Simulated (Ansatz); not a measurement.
## One reagent, a row of partners

Four-centre ligand exchange: HF meets different compounds of Zn. Each row is one chosen step, not always the lowest open to these reactants.

Gas-phase electronic energies, without zero-point energy, by CCSD(T) at an estimated basis limit (MP2 extrapolated from triple and quadruple zeta, plus CCSD(T) − MP2 in triple zeta); Ansatz 0.2.0, def2-TZVPP and QZVPP, frozen cores, on PBE0-D4/def2-TZVP structures. Extrapolation: Hartree–Fock as exp(−7.88 √X), correlation as X^−2.97. All energies, in kcal/mol, count from the separated reactants, without counterpoise correction; the start and end structures are the complexes reached by relaxing down from the saddle, and deeper ones may exist. Brackets give SMILES, or, where every atom is bracketed, only which atoms are joined. Steps whose reference was doubtful or whose search ended elsewhere are left out.

| reactants | products | broken | formed | start structure | saddle | end structure | saddle by PBE-D4/TZ |
| --- | --- | --- | --- | --- | --- | --- | --- |
| CH₄Zn ([CH3][ZnH]) + HF | CH₃FZn ([CH3][Zn][F]) + H₂ | F–H, H–Zn | F–Zn, H–H | -4.50 | 8.29 | -18.63 | 3.11 |
| ZnH₂O ([OH][ZnH]) + HF | ZnHOF ([OH][Zn][F]) + H₂ | F–H, H–Zn | F–Zn, H–H | -2.98 | ? | -11.17 | 9.98 |
| ZnHCl ([Cl][ZnH]) + HF | ZnClF + H₂ | F–H, H–Zn | F–Zn, H–H | -3.27 | 13.83 | -11.09 | 10.09 |

(1) What is the height of the saddle for ZnH₂O ([OH][ZnH]) + HF? (Judge from chemistry; the value comes from the calculation.)

(2) How do the PBE-D4 saddles lie against the coupled-cluster estimate?

No T1 diagnostic of these runs exceeds 0.018.

For scale, one of the runs: CCSD(T)/def2-TZVPP, 196 basis functions, launched by `ansatz run in.yaml --threads 4 --pin off --events-out ev --progress --plain --max-ram 9574MiB`. Time: 39 s of wall clock on 4 CPU threads of an Intel Xeon Platinum 8259CL; the host was shared. Peak host memory: 2.3 GiB.

Results:

(1) Computed: 13.78 kcal/mol relative to the separated reactants, between the members at 8.29 and 13.83; above its start structure the barrier is 13.78 − (-2.98) ≈ 16.77 kcal/mol.

(2) All lower, by 3.74 to 5.18 kcal/mol.
